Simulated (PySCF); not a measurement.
Isomers of C9H8ClN. Method: PySCF 2.14.0, PBE0-D3(BJ)/def2-SVP geometry optimisation, gas phase. One conformer each; no zero-point energy, no entropy. No frequencies were run at this level. Point groups hold within 0.08 Å.

Question: Rank from lowest to highest electronic energy at this level (kcal/mol).
A. `[CH2:1]=[CH:2][c:3]1[cH:4][cH:5][c:6]([Cl:7])[cH:8][c:9]1[N:10]=[CH2:11]` with C1–C2–C3–C4 -20°, C8–C9–N10–C11 45°
B. `[CH2:1]=[C:2]([Cl:3])/[CH:4]=[N:5]\[c:6]1[cH:7][cH:8][cH:9][cH:10][cH:11]1` with C1–C2–C4–N5 27°, C4–N5–C6–C7 -116°
C. `Cc1n2c(cc(c1)Cl)ccc2`

Answer: C (0.0), A (33.2), B (34.4).

As drawn, the highest has a C=N bond and a C=C bond outside aromatic rings, which the lowest lacks. Neighbours under 2.5 kcal/mol apart (C=Cc1ccc(Cl)cc1N=C and C=C(Cl)/C=N\c1ccccc1) can change places with a better method, another conformer or zero-point energy.

```
              SMILES      E (Eh)  E rel (kcal/mol)  dipole (D)  point group       A, B, C (MHz)
  Cc1cc(Cl)cc2cccn12  -861.69264               0.0        2.32           Cs  1842, 706.4, 512.2
  C=Cc1ccc(Cl)cc1N=C  -861.63969              33.2        1.34           C1  1544, 646.8, 461.6
C=C(Cl)/C=N\c1ccccc1  -861.63781              34.4        1.70           C1  2420, 496.7, 472.6
```
